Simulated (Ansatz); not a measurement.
Species: ScCl2, net charge 1, singlet state. 
Geometry from a B3LYP-D3(BJ)/def2-TZVP (Ansatz, an electronic-structure program) optimisation:
SMILES: [Cl][Sc+][Cl]
```xyz
3

Sc     0.4595     0.1534     0.5500
Cl     1.0673     0.2287    -1.5587
Cl    -1.6349    -0.4181     0.8793
```
Charge +1, spin multiplicity 1.

Property: vertical electron affinity (to the doublet state of charge +0; a negative value means that the extra electron is unbound and the number depends on the basis; each state is the SCF solution reached for its spin), in eV. Correlated levels leave the core frozen unless marked. UHF or UKS for open shells. No spin-orbit coupling. The frozen core is the preceding noble-gas configuration, with the filled d and f shells of earlier blocks. Non-relativistic. CBS marks a two-point X^-3 extrapolation of the correlation energy; Hartree-Fock from the larger set. The bracket is a focal-point correction in the basis named.

```
level                                                          program  vertical electron affinity (eV)
-------------------------------------------------------------  -------  -------------------------------
SVWN5/def2-TZVPD                                                Ansatz                             6.94
PBE/def2-TZVPD                                                  Ansatz                             6.81
B3LYP/def2-TZVPD                                                Ansatz                              [?]
PBE0/def2-TZVPD                                                 Ansatz                             6.99
wB97X-V/def2-TZVPD                                              Ansatz                             7.02
B2PLYP/def2-TZVPD                                               Ansatz                              [?]
SCS-MP2/def2-SVPD                                               Ansatz                             6.69
CCSD/def2-SVPD                                                  Ansatz                             6.88
CCSD/def2-TZVPPD                                                Ansatz                             6.82
RI-MP2/CBS(def2-TZVPPD,def2-QZVPPD)+[CCSD(T)-MP2]/def2-TZVPPD   Ansatz                              [?]
```

### Question
Complete the blanks.

### Answer

- B3LYP/def2-TZVPD, vertical electron affinity (eV): 7.07
- B2PLYP/def2-TZVPD, vertical electron affinity (eV): 6.86
- RI-MP2/CBS(def2-TZVPPD,def2-QZVPPD)+[CCSD(T)-MP2]/def2-TZVPPD, vertical electron affinity (eV): 6.78
